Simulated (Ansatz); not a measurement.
Ansatz (a program for electronic structure) input (PBE0/def2-TZVP):

Ansatz 0.2 input:
```yaml
crystal:
  periodic: [false, false, false]
  atoms:
    - {symbol: Si, position_ang: [0.19252048, -1.22453834, 0.66676965]}
    - {symbol: O, position_ang: [1.55159005, -0.49248844, 0.24625360]}
    - {symbol: Si, position_ang: [1.83402549, 1.27291233, 0.19005353]}
    - {symbol: O, position_ang: [-1.14009520, -0.74607462, -0.18730853]}
    - {symbol: Si, position_ang: [-1.91170902, 0.50697965, -0.88431485]}
    - {symbol: H, position_ang: [-0.14929179, -1.03495633, 2.10360774]}
    - {symbol: H, position_ang: [0.30079351, -2.68773956, 0.40233897]}
    - {symbol: H, position_ang: [0.61070451, 1.62593975, -0.70178885]}
    - {symbol: H, position_ang: [1.03772317, 1.63009084, 1.47508125]}
    - {symbol: H, position_ang: [-2.02415208, 1.70480471, -0.02373689]}
    - {symbol: H, position_ang: [-1.36584830, 0.86856321, -2.21195473]}
    - {symbol: H, position_ang: [-3.30960535, 0.02685062, -1.13022438]}
basis:
  gaussian:
    orbitals: def2-TZVP
hamiltonian:
  xc: {name: PBE0}
total_charge: -1
```

Output:

```
Functional definition: PBE0
integrals: 0.17 GiB planned
1414 factors; their error is unknown
0.29 GiB of the device are held for the grids
1.23 GiB of device memory are held for the factors and their scratch space
mean field: 1.06 GiB planned
mean field evaluation 1: about -27830.7023 eV, gradient 4.1e1 eV
mean field evaluation 2: about -27827.2533 eV, gradient 6.1e1 eV
mean field evaluation 4: about -27833.4293 eV, gradient 2.9e0 eV
mean field evaluation 8: about -27833.4420 eV, gradient 3.1e-2 eV
mean field -27833.55192174 eV, -1022.8641668650 hartree, gradient 4.8e-5 eV, S^2 0.000000; 0 other end points of the search recorded, 0 dependent functions left out
reference -27833.55195733 eV, -1022.8641681727 hartree; 33, 33 occupied and 182, 182 virtual orbitals, 1414 factors
Total energy: -27833.55195733 eV, -1022.8641681727 hartree
```

It need not be the lowest isomer of its formula. Whether it binds its extra electron was not tested at this geometry.
